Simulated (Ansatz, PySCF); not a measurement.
C2H7BS, SMILES SB(C)C. Atoms are numbered in the order given.

```xyz
11

B      0.1692    -0.1935     0.2802
C      1.5877    -0.8269     0.0288
H      1.5657    -1.9118     0.2273
H      2.2977    -0.4034     0.7615
H      2.0023    -0.6625    -0.9759
C     -0.6351    -0.4959     1.5972
H     -1.0052    -1.5359     1.5401
H     -1.5022     0.1550     1.7799
H      0.0242    -0.4627     2.4802
S     -0.4759     0.8658    -1.0228
H     -1.6457     1.2231    -0.4475
```
Charge 0, spin multiplicity 1.

Coordinates come from a PBE0-D3(BJ)/def2-SVP optimisation. One conformer was computed; it need not be the lowest.

Two levels are set side by side: PBE-D3(BJ)/def2-SVP (Ansatz, a first-principles code) and PBE0-D3(BJ)/def2-SVP (Ansatz). Each level has its own optimised geometry; the coordinates shown are those of the second. Frequencies come from the Hessian of PySCF at each geometry. Differences are taken from unrounded values.

| quantity | PBE0-D3(BJ) |
|---|---|
| mean bond length (Å) | 1.291 |
| bond B1–C2 (Å) | 1.574 |
| bond B1–C6 (Å) | 1.573 |
| bond B1–S10 (Å) | 1.799 |
| bond C2–H3 (Å) | 1.103 |
| bond C2–H4 (Å) | 1.105 |
| bond C2–H5 (Å) | 1.099 |
| bond C6–H7 (Å) | 1.105 |
| bond C6–H8 (Å) | 1.099 |
| bond C6–H9 (Å) | 1.102 |
| bond S10–H11 (Å) | 1.352 |
| highest harmonic wavenumber (cm⁻¹) | 3162 |
| mean harmonic wavenumber (cm⁻¹) | 1418 |
| zero-point energy (kcal/mol) | 54.75 |

Q: What does PBE-D3(BJ) give, and how far is it from PBE0-D3(BJ)? (Estimate from the structure and the level; the computed values follow.)

A: 
```json
[
 {"quantity": "mean bond length (Å)", "PBE-D3(BJ)": "1.299", "PBE-D3(BJ) minus PBE0-D3(BJ)": "0.008"},
 {"quantity": "bond B1–C2 (Å)", "PBE-D3(BJ)": "1.580", "PBE-D3(BJ) minus PBE0-D3(BJ)": "0.006"},
 {"quantity": "bond B1–C6 (Å)", "PBE-D3(BJ)": "1.578", "PBE-D3(BJ) minus PBE0-D3(BJ)": "0.006"},
 {"quantity": "bond B1–S10 (Å)", "PBE-D3(BJ)": "1.807", "PBE-D3(BJ) minus PBE0-D3(BJ)": "0.008"},
 {"quantity": "bond C2–H3 (Å)", "PBE-D3(BJ)": "1.112", "PBE-D3(BJ) minus PBE0-D3(BJ)": "0.009"},
 {"quantity": "bond C2–H4 (Å)", "PBE-D3(BJ)": "1.113", "PBE-D3(BJ) minus PBE0-D3(BJ)": "0.008"},
 {"quantity": "bond C2–H5 (Å)", "PBE-D3(BJ)": "1.107", "PBE-D3(BJ) minus PBE0-D3(BJ)": "0.008"},
 {"quantity": "bond C6–H7 (Å)", "PBE-D3(BJ)": "1.113", "PBE-D3(BJ) minus PBE0-D3(BJ)": "0.008"},
 {"quantity": "bond C6–H8 (Å)", "PBE-D3(BJ)": "1.108", "PBE-D3(BJ) minus PBE0-D3(BJ)": "0.008"},
 {"quantity": "bond C6–H9 (Å)", "PBE-D3(BJ)": "1.111", "PBE-D3(BJ) minus PBE0-D3(BJ)": "0.009"},
 {"quantity": "bond S10–H11 (Å)", "PBE-D3(BJ)": "1.364", "PBE-D3(BJ) minus PBE0-D3(BJ)": "0.013"},
 {"quantity": "highest harmonic wavenumber (cm⁻¹)", "PBE-D3(BJ)": "3071", "PBE-D3(BJ) minus PBE0-D3(BJ)": "-91"},
 {"quantity": "mean harmonic wavenumber (cm⁻¹)", "PBE-D3(BJ)": "1374", "PBE-D3(BJ) minus PBE0-D3(BJ)": "-44"},
 {"quantity": "zero-point energy (kcal/mol)", "PBE-D3(BJ)": "53.04", "PBE-D3(BJ) minus PBE0-D3(BJ)": "-1.71"}
]
```

GGA bonds tend to be longer and softer than those of functionals with exact exchange. Differences between two approximate levels are no errors against the true value.
